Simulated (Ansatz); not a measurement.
Calculated with Ansatz (gas phase, PBE0-D4/def2-TZVP geometries, no zero-point term in ΔE). CCSD(T)/CBS is the MP2 limit (def2-TZVPP, def2-QZVPP) plus CCSD(T) − MP2 in def2-TZVPP, frozen cores. DFT in def2-TZVPP. For Se outer-core shells are correlated without core-valence functions, which leaves a few kJ/mol of doubt a bond. Scalar relativity is left out up to krypton. Each species was taken in one conformer, which may not be the lowest.

Reaction (formal exchange of groups at the Se–Si bond): `[SeH][SiH]1BC1` + `OCF` → `OC[SeH]` + `F[SiH]1BC1`

```csv
level,ΔE (eV)
r2SCAN-D4,-0.46
PBE,-0.40
r2SCAN,-0.47
r2SCAN0,-0.46
BHLYP,-0.52
LC-ωPBE,-0.48
RPA@PBE/def2-TZVPP,-0.50
MP2/def2-QZVPP,-0.55
```

Task: What does CCSD(T)/CBS give? (Estimate.)

Result: Computed: -0.53 eV. The listed levels differ from it by 0.07, 0.13, 0.06, 0.07, 0.01, 0.05, 0.03, -0.02 eV.

Largest T1 diagnostic among the species: 0.014.

At CCSD(T), def2-SVP lies +0.31 eV from the extrapolated value and def2-TZVPP +0.03 eV. Leaving LDA and LC-ωPBE aside and taking each functional with its dispersion term where it has one, the values, not all of them listed here, spread over 0.14 eV, from B97M-V to HSE06-D4.
